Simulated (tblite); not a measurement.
Record of a relaxation.

C₅H₂F₅NSe.
Atom-mapped SMILES: `[F:1][C:2]([F:3])([F:4])[C:5]([F:6])([F:7])[c:8]1[cH:9][cH:10][se:11][n:12]1` (hydrogens: H13 on C9; H14 on C10)

Computed with GFN2-xTB (tblite), gas phase: L-BFGS steps from a force-field or distance-geometry start until the largest atomic force falls under 0.01 eV/Å. 11 of its 44 geometries are shown.

Step 0: E = -1127.5065 eV, largest atomic force 3.826 eV/Å
```
atom  x, y, z in Å  |  force x, y, z in eV/Å
F1     -1.904   -0.068    1.558   -0.264  -0.616  -2.075
C2     -1.948   -0.321    0.191   -1.794  -1.189   1.212
F3     -1.652   -1.680    0.004   -0.485   2.300   0.349
F4     -3.225   -0.096   -0.268    1.317  -0.679   0.924
C5     -1.023    0.587   -0.532    2.141   1.852  -1.306
F6     -1.054    0.331   -1.901   -0.336   0.123   1.111
F7     -1.363    1.924   -0.396   -0.365  -1.301  -0.113
C8      0.423    0.456   -0.074   -0.344   1.490   1.879
C9      1.286   -0.430   -0.639   -0.335  -2.600  -2.787
C10     2.528   -0.456   -0.140    1.574  -0.486   0.089
Se11    2.733    0.741    1.202   -2.207   0.902   0.034
N12     0.887    1.197    0.912    1.235  -0.481   0.025
H13     0.965   -1.093   -1.465    0.258   0.433   0.530
H14     3.346   -1.093   -0.479   -0.395   0.252   0.127
```

Step 4: E = -1128.2170 eV, largest atomic force 0.297 eV/Å
```
atom  x, y, z in Å  |  force x, y, z in eV/Å
F1     -1.923   -0.093    1.507   -0.083   0.029   0.086
C2     -1.959   -0.314    0.195   -0.021   0.070   0.090
F3     -1.667   -1.606    0.014    0.134   0.104  -0.114
F4     -3.205   -0.126   -0.231    0.011  -0.003   0.070
C5     -0.959    0.625   -0.539   -0.064   0.086   0.047
F6     -1.063    0.337   -1.866    0.107   0.023   0.095
F7     -1.395    1.893   -0.401   -0.123   0.027   0.036
C8      0.452    0.461   -0.049   -0.024  -0.027  -0.127
C9      1.291   -0.477   -0.679   -0.019  -0.160  -0.135
C10     2.542   -0.468   -0.149    0.147  -0.042   0.038
Se11    2.629    0.779    1.202    0.074  -0.018   0.061
N12     0.943    1.186    0.925   -0.242  -0.056  -0.162
H13     0.962   -1.106   -1.482   -0.013  -0.077  -0.093
H14     3.351   -1.093   -0.475    0.117   0.045   0.109
```

Step 9: E = -1128.2410 eV, largest atomic force 0.151 eV/Å
```
atom  x, y, z in Å  |  force x, y, z in eV/Å
F1     -1.939   -0.091    1.523    0.016  -0.029   0.014
C2     -1.961   -0.301    0.210    0.062   0.083  -0.081
F3     -1.638   -1.580   -0.004    0.041  -0.028   0.039
F4     -3.208   -0.127   -0.215   -0.048  -0.014   0.024
C5     -0.967    0.639   -0.533   -0.005  -0.039   0.008
F6     -1.053    0.343   -1.856   -0.136   0.033  -0.057
F7     -1.417    1.901   -0.393    0.068   0.011   0.006
C8      0.451    0.449   -0.073   -0.019   0.017   0.025
C9      1.298   -0.498   -0.695   -0.052   0.020  -0.034
C10     2.547   -0.476   -0.148   -0.019  -0.010   0.007
Se11    2.615    0.776    1.204   -0.027  -0.038  -0.022
N12     0.926    1.174    0.904    0.025  -0.013  -0.005
H13     0.965   -1.126   -1.502    0.079  -0.017   0.013
H14     3.380   -1.083   -0.449    0.013   0.024   0.063
```

Step 13: E = -1128.2467 eV, largest atomic force 0.090 eV/Å
```
atom  x, y, z in Å  |  force x, y, z in eV/Å
F1     -1.938   -0.095    1.525    0.048   0.035  -0.021
C2     -1.959   -0.294    0.209   -0.025  -0.067   0.054
F3     -1.619   -1.572   -0.002   -0.032   0.001  -0.010
F4     -3.212   -0.131   -0.205    0.041  -0.045  -0.003
C5     -0.972    0.641   -0.538    0.000   0.048  -0.028
F6     -1.083    0.354   -1.863   -0.045   0.025   0.031
F7     -1.405    1.908   -0.388    0.028   0.042   0.005
C8      0.447    0.445   -0.081    0.028  -0.012  -0.066
C9      1.296   -0.499   -0.703    0.065  -0.036   0.021
C10     2.541   -0.481   -0.147    0.017   0.022   0.029
Se11    2.607    0.767    1.203   -0.016   0.041   0.062
N12     0.922    1.169    0.897   -0.055  -0.008  -0.012
H13     0.984   -1.138   -1.508   -0.020  -0.006  -0.039
H14     3.390   -1.076   -0.426   -0.033  -0.040  -0.022
```

Step 17: E = -1128.2511 eV, largest atomic force 0.068 eV/Å
```
atom  x, y, z in Å  |  force x, y, z in eV/Å
F1     -1.925   -0.090    1.526    0.027   0.025   0.029
C2     -1.955   -0.293    0.213    0.028   0.024  -0.008
F3     -1.609   -1.569   -0.001    0.016  -0.010   0.001
F4     -3.211   -0.145   -0.196   -0.001   0.004   0.004
C5     -0.976    0.650   -0.544   -0.006  -0.034   0.000
F6     -1.121    0.370   -1.865    0.028   0.008  -0.036
F7     -1.389    1.923   -0.382   -0.006  -0.031   0.030
C8      0.448    0.440   -0.101   -0.024  -0.005   0.002
C9      1.303   -0.507   -0.710   -0.010   0.038  -0.012
C10     2.543   -0.481   -0.139    0.000  -0.017   0.006
Se11    2.592    0.767    1.214   -0.066  -0.010  -0.011
N12     0.909    1.162    0.886    0.003  -0.001  -0.030
H13     0.998   -1.147   -1.520    0.021   0.039   0.028
H14     3.392   -1.079   -0.411   -0.010  -0.030  -0.004
```

Step 22: E = -1128.2529 eV, largest atomic force 0.048 eV/Å
```
atom  x, y, z in Å  |  force x, y, z in eV/Å
F1     -1.911   -0.083    1.527    0.022   0.013  -0.016
C2     -1.949   -0.292    0.214   -0.013  -0.037   0.008
F3     -1.602   -1.568    0.003    0.009  -0.018   0.015
F4     -3.208   -0.150   -0.188   -0.001   0.006   0.013
C5     -0.978    0.647   -0.550   -0.001   0.024  -0.017
F6     -1.127    0.378   -1.873    0.011   0.003  -0.006
F7     -1.386    1.919   -0.372   -0.035   0.014  -0.009
C8      0.444    0.438   -0.110    0.017   0.020  -0.011
C9      1.306   -0.504   -0.714   -0.002  -0.021   0.003
C10     2.541   -0.484   -0.134   -0.019   0.007   0.004
Se11    2.576    0.765    1.220    0.020  -0.001   0.018
N12     0.899    1.162    0.878    0.019  -0.005   0.022
H13     1.007   -1.143   -1.523   -0.010  -0.009  -0.046
H14     3.387   -1.088   -0.405   -0.017   0.004   0.022
```

Step 26: E = -1128.2541 eV, largest atomic force 0.044 eV/Å
```
atom  x, y, z in Å  |  force x, y, z in eV/Å
F1     -1.893   -0.073    1.524    0.015  -0.002   0.023
C2     -1.944   -0.295    0.213    0.024   0.025   0.002
F3     -1.594   -1.572    0.011   -0.016   0.000  -0.010
F4     -3.206   -0.153   -0.177    0.011  -0.033  -0.008
C5     -0.979    0.649   -0.557   -0.007  -0.001   0.013
F6     -1.128    0.387   -1.881   -0.007   0.008   0.003
F7     -1.395    1.917   -0.367   -0.019   0.005  -0.039
C8      0.444    0.443   -0.118   -0.014   0.001   0.003
C9      1.305   -0.504   -0.719   -0.012   0.021  -0.005
C10     2.535   -0.486   -0.128    0.002  -0.016  -0.001
Se11    2.568    0.760    1.228   -0.003  -0.025  -0.012
N12     0.894    1.162    0.875    0.016  -0.015  -0.011
H13     1.013   -1.139   -1.537   -0.001   0.034   0.024
H14     3.379   -1.095   -0.393    0.011  -0.004   0.017
```

Step 30: E = -1128.2549 eV, largest atomic force 0.032 eV/Å
```
atom  x, y, z in Å  |  force x, y, z in eV/Å
F1     -1.879   -0.068    1.524   -0.002  -0.010  -0.006
C2     -1.938   -0.295    0.214   -0.012  -0.010   0.006
F3     -1.591   -1.573    0.015    0.028   0.013  -0.004
F4     -3.202   -0.161   -0.171   -0.005   0.004   0.009
C5     -0.980    0.652   -0.561    0.002   0.007  -0.011
F6     -1.130    0.393   -1.885   -0.009  -0.023   0.001
F7     -1.405    1.918   -0.373    0.007   0.005  -0.010
C8      0.443    0.447   -0.123    0.009   0.013   0.004
C9      1.303   -0.500   -0.723    0.012   0.004   0.001
C10     2.531   -0.491   -0.126    0.003  -0.006   0.000
Se11    2.564    0.752    1.231   -0.001  -0.003   0.016
N12     0.893    1.161    0.874   -0.014   0.023   0.017
H13     1.015   -1.132   -1.543   -0.020   0.002  -0.014
H14     3.376   -1.101   -0.382    0.002  -0.018  -0.009
```

Step 34: E = -1128.2555 eV, largest atomic force 0.051 eV/Å
```
atom  x, y, z in Å  |  force x, y, z in eV/Å
F1     -1.868   -0.068    1.525   -0.011  -0.002   0.013
C2     -1.933   -0.295    0.215    0.023   0.015  -0.009
F3     -1.580   -1.571    0.016    0.021  -0.008  -0.012
F4     -3.200   -0.168   -0.162    0.003   0.005   0.007
C5     -0.981    0.655   -0.566   -0.002  -0.006   0.013
F6     -1.134    0.389   -1.888    0.008  -0.022   0.002
F7     -1.412    1.919   -0.382    0.015   0.007  -0.004
C8      0.444    0.454   -0.126   -0.008  -0.001  -0.017
C9      1.304   -0.495   -0.726   -0.023   0.001   0.001
C10     2.528   -0.497   -0.123   -0.015   0.018   0.008
Se11    2.559    0.743    1.239   -0.010  -0.002   0.004
N12     0.890    1.165    0.876    0.029  -0.037  -0.021
H13     1.010   -1.121   -1.550    0.007   0.020   0.015
H14     3.373   -1.111   -0.376   -0.038   0.013   0.000
```

Step 39: E = -1128.2563 eV, largest atomic force 0.029 eV/Å
```
atom  x, y, z in Å  |  force x, y, z in eV/Å
F1     -1.856   -0.068    1.527    0.011  -0.001   0.009
C2     -1.924   -0.294    0.218   -0.006  -0.006   0.012
F3     -1.561   -1.566    0.014    0.002   0.002   0.000
F4     -3.195   -0.176   -0.151    0.005   0.001  -0.012
C5     -0.982    0.659   -0.570    0.001   0.006   0.000
F6     -1.137    0.380   -1.889    0.006  -0.001   0.001
F7     -1.415    1.923   -0.395    0.003   0.007  -0.008
C8      0.443    0.462   -0.132   -0.002   0.001   0.017
C9      1.300   -0.489   -0.729   -0.003  -0.003  -0.004
C10     2.521   -0.500   -0.118   -0.006  -0.006  -0.005
Se11    2.551    0.732    1.250   -0.007   0.007  -0.001
N12     0.889    1.164    0.875   -0.015   0.015   0.018
H13     1.006   -1.107   -1.557    0.010  -0.018  -0.020
H14     3.360   -1.121   -0.369    0.002  -0.005  -0.008
```

Step 43: E = -1128.2565 eV, largest atomic force 0.008 eV/Å
```
atom  x, y, z in Å  |  force x, y, z in eV/Å
F1     -1.853   -0.068    1.529    0.001  -0.001  -0.003
C2     -1.922   -0.294    0.219    0.000   0.002  -0.003
F3     -1.557   -1.565    0.013    0.002   0.000   0.005
F4     -3.193   -0.177   -0.150   -0.002   0.001   0.002
C5     -0.982    0.660   -0.570   -0.002   0.001   0.001
F6     -1.136    0.378   -1.889    0.002   0.001   0.001
F7     -1.416    1.924   -0.399   -0.001   0.002  -0.003
C8      0.442    0.463   -0.131   -0.003  -0.002  -0.002
C9      1.298   -0.488   -0.730    0.000   0.000   0.003
C10     2.518   -0.501   -0.118    0.002   0.000   0.001
Se11    2.549    0.730    1.251   -0.001   0.000  -0.001
N12     0.887    1.165    0.877   -0.002  -0.008   0.000
H13     1.007   -1.105   -1.561    0.003   0.004   0.004
H14     3.357   -1.123   -0.368    0.001   0.001  -0.004
```

**Question.** Summarise the path.

**Answer.** The energy falls by 72.36 kJ/mol from step 0 to step 43; nine tenths of that is first reached at step 3. It never rises by more than 0.2 meV. The largest force goes from 3.826 to 0.008 eV/Å. Among the bonds Se11–N12 changes most, from 1.923 to 1.758 Å; the atoms move by 0.104 Å rms after alignment.

**Question.** Follow the three bonds and two angles with the largest change from start to end.

**Answer.** 
```csv
step,E above end (kJ/mol),largest force (eV/Å),Se11–N12 (Å),C2–C5 (Å),C2–F3 (Å),F7–C5–C8 (°),C8–C9–C10 (°)
0,72.36,3.826,1.923,1.484,1.403,106.7,116.5
2,11.41,1.294,1.815,1.586,1.336,110.0,112.7
4,3.81,0.297,1.756,1.556,1.338,111.9,111.7
6,2.35,0.343,1.763,1.547,1.341,113.1,111.2
7,1.95,0.190,1.765,1.550,1.339,113.5,111.1
9,1.49,0.151,1.761,1.556,1.337,113.7,111.2
11,1.19,0.122,1.757,1.555,1.338,113.4,111.2
13,0.94,0.090,1.759,1.551,1.339,113.1,111.1
15,0.69,0.106,1.762,1.552,1.339,112.9,110.9
17,0.51,0.068,1.760,1.556,1.339,112.7,110.9
19,0.44,0.053,1.756,1.556,1.339,112.5,111.0
21,0.38,0.052,1.756,1.553,1.339,112.3,111.1
22,0.35,0.048,1.757,1.553,1.339,112.3,111.1
24,0.29,0.070,1.759,1.553,1.338,112.3,111.0
26,0.23,0.044,1.758,1.555,1.338,112.4,110.9
28,0.18,0.043,1.756,1.554,1.339,112.6,110.9
30,0.15,0.032,1.757,1.554,1.339,112.7,110.9
32,0.13,0.042,1.758,1.554,1.338,112.8,111.0
34,0.09,0.051,1.759,1.555,1.338,112.8,111.0
36,0.05,0.041,1.757,1.555,1.339,112.9,111.1
37,0.03,0.031,1.757,1.555,1.339,112.9,111.1
39,0.01,0.029,1.758,1.554,1.339,112.9,111.0
41,0.00,0.013,1.758,1.555,1.339,113.0,111.0
43,0.00,0.008,1.758,1.555,1.339,113.0,111.0
```

What follows is the cost of the whole relaxation. The run took 0.36 s on one thread, Arm Neoverse V1 (aarch64), shared host.
